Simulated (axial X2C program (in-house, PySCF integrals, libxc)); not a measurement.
## Ionising GeC

All values come from calculations with an axial X2C code built on PySCF integrals, spin-free (one-electron X2C) or two-component (2c: spin–orbit coupling with atomic mean-field Coulomb and Gaunt terms, which also bring small scalar terms), in Dyall basis sets with cores contracted in-house; open shells are unrestricted.

Basis sets: C dyall-v3z, Ge dyall-cv3z. Frozen shells (counts by l): GeC Ge 3s2p1d, C 1s, 8 electrons correlated; GeC⁺ Ge 3s2p1d, C 1s, 7 electrons correlated. Coupled cluster in natural virtuals with an MP2 remainder. Where the outer core of a metal is frozen, bonds come out longer and ionisation energies lower.

| Hamiltonian | level | GeC state | Re (Å) | ωe (cm⁻¹) | De (eV) |
| --- | --- | --- | --- | --- | --- |
| spin-free | HF | M_S = 1, Λ = 1 | 1.865 | 671.7 | 2.04 |
| spin-free | PBE0 | M_S = 1, Λ = 1 | 1.791 | 818.0 | 3.78 |
| 2c | HF | Ω = 2 | 1.867 | 669.8 | n/a |
| 2c | PBE0 | Ω = 2 | 1.792 | 812.2 | n/a |
| 2c | CCSD | Ω = 2 | 1.805 | 803.7 | n/a |
| 2c | CCSD(T) | Ω = 2 | 1.806 | 818.8 | n/a |

Adiabatic ionisation energy (minimum to minimum, no zero-point term) and constants of GeC⁺:

| Hamiltonian | level | GeC⁺ state | IE (eV) | Re (Å) | ωe (cm⁻¹) | De (eV) | fragments |
| --- | --- | --- | --- | --- | --- | --- | --- |
| spin-free | HF | M_S = 3/2, Λ = 0 | 7.31 | 1.879 | 772.7 | 2.13 | Ge+ + C |
| spin-free | PBE0 | M_S = 3/2, Λ = 0 | 8.36 | 1.907 | 697.3 | 3.34 | Ge+ + C |
| 2c | HF | Ω = 3/2 | 7.36 | 1.880 | 772.2 | n/a | Ge+ + C |
| 2c | PBE0 | Ω = 3/2 | 8.39 | 1.907 | 696.7 | n/a | Ge+ + C |
| 2c | CCSD | Ω = 3/2 | 8.28 | 1.908 | 716.0 | 2.69 | Ge+ + C |
| 2c | CCSD(T) | Ω = 3/2 | 8.39 | 1.917 | 695.7 | 2.83 | Ge+ + C |

(1) Add the zero-point terms to the ionisation energy at CCSD(T), 2c, and say whether the electron removed was bonding.

Each entry is the lowest single determinant of a limited PBE0 search at one distance. De goes to single-determinant-based atoms at the same level (for ions the charge split of lowest energy) and is withheld (n/a) where an atom does not fit its ground term or J level. Main or longest-lived isotopes. One determinant is a doubtful description, or other states lie close, for GeC, GeC⁺; these need not be ground states, and all values refer to the states named. Some open-shell Ω = 0 determinants are out of reach, so the Ω given for GeC need not be the lowest component. With several unpaired electrons the Ω given is that of one determinant, not necessarily of the lowest component. Some light 2c atoms are not at their ground J level, so De misses part of their lowering (0.04 eV or less). The functionals have no current term, which raises determinants with orbital currents.

Results:

(1) IE0 = IE + (ωe⁺ − ωe)/2 = 8.39 + (-0.008) = 8.38 eV. Re changes by 0.111 Å, so the bond lengthens, as on loss of a bonding electron.
